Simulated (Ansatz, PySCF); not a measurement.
C2H3BClNO (SMILES CB(Cl)N=C=O), singlet, at a GFN2-xTB geometry, atoms displaced at random by about 0.08 Å a coordinate. Base run: B3LYP/6-31G, gradient (PySCF).

PySCF was given this input:
```python
from pyscf import gto, scf, dft

mol = gto.Mole()
mol.atom = '''
    B     0.31629774   -0.35559110    0.61750631
    Cl    1.82200987   -0.12758924    0.04310636
    C     0.01508572   -1.11486722    2.08468354
    H    -0.65752953   -2.04481165    1.92393460
    H    -0.93712206   -0.47899252    2.50551599
    H     0.77522971   -1.21772692    2.65659015
    N    -0.87092280    0.21644619   -0.10745298
    C    -1.28744277    0.64972822   -1.08041453
    O    -2.08622597    1.16730532   -2.07624352
'''
mol.basis = '6-31g'
mol.verbose = 4
mol.build()

mf = dft.RKS(mol)
mf.xc = 'b3lyp'
mf.kernel()
g = mf.nuc_grad_method()
grad = g.kernel()
```

Programs used: Ansatz (a first-principles code), PySCF; a row that names a program was run with it.

The coordinate followed is x of atom 6.

The base run was repeated with changes; each row names its change, and settings that it needs were set with it.

| change | dE/dx (Eh/bohr) | net force (Eh/bohr) |
|---|---|---|
| base | -0.099575 | 0.000053 |
| conv_tol = 1e-6 | -0.099568 | 0.000053 |
| finite difference step (bohr) = 1e-3; conv_tol = 1e-11 | -0.099570 | - |
| conv_tol = 1e-11 | -0.099575 | 0.000053 |
| finite difference step (bohr) = 0.05; conv_tol = 1e-11 | -0.099892 | - |
| finite difference step (bohr) = 0.01; conv_tol = 1e-11 | -0.099582 | - |
| grids.level = 5; grid_response = on | -0.099574 | 0.000000 |
| grids.level = 1; grid_response = off | -0.099567 | 0.000080 |
| finite difference step (bohr) = 1e-4; conv_tol = 1e-11 | -0.099569 | - |
| grids.level = 0; grid_response = off | -0.099559 | 0.006607 |
| code = ansatz | -0.099573 | 0.000000 |
| finite difference step (bohr) = 1e-5; conv_tol = 1e-11 | -0.099569 | - |

The net force is zero for an exact gradient.
